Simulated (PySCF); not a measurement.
A GIAO shielding run with PySCF 2.14 (density fitting, non-relativistic, gas phase) on `NCC(CN)N[SiH2]P`, C3H14N3PSi:

```
$ OMP_NUM_THREADS=1 python probes_run.py task.json out

{"job": {"kind": "nmr", "xc": "PBE0", "basis": "pcSseg-1"}, "charge": 0, "multiplicity": 1}
N     -0.540618     2.256267    -0.167731
C     -1.321298     1.049158    -0.004403
C     -0.491637    -0.248153     0.104986
C     -1.375478    -1.472343     0.426242
N     -1.959576    -1.499975     1.750050
N      0.265894    -0.500099    -1.098348
Si     1.879534    -0.020860    -1.419771
P      2.710402     0.630389     0.557239
H      0.006571     2.206129    -1.021205
H      0.113044     2.357339     0.603623
H     -1.999304     0.966869    -0.860121
H     -1.924822     1.169458     0.899932
H      0.237988    -0.118640     0.919171
H     -2.190657    -1.527868    -0.301677
H     -0.760388    -2.370852     0.316484
H     -1.233344    -1.436338     2.455587
H     -2.592377    -0.719154     1.883529
H     -0.329592    -0.738681    -1.876274
H      2.569291    -1.171965    -2.013657
H      2.011977     1.144326    -2.313302
H      2.900361    -0.646268     1.051318
H      4.013618     0.710647     0.107479
```

Hardware: 1 thread of an Arm Neoverse N1, shared host. The job also computes population analyses, field gradients.

Q: How large is the calculation?

A: 82 electrons, 220 basis functions and 1175 auxiliary functions.

Q: How long does it take, and how much memory does it need?

A: 83 s of wall time, with 13 SCF cycles and 4 response iterations; peak memory 1.1 GiB. Times on a shared host scatter by some tens of per cent.
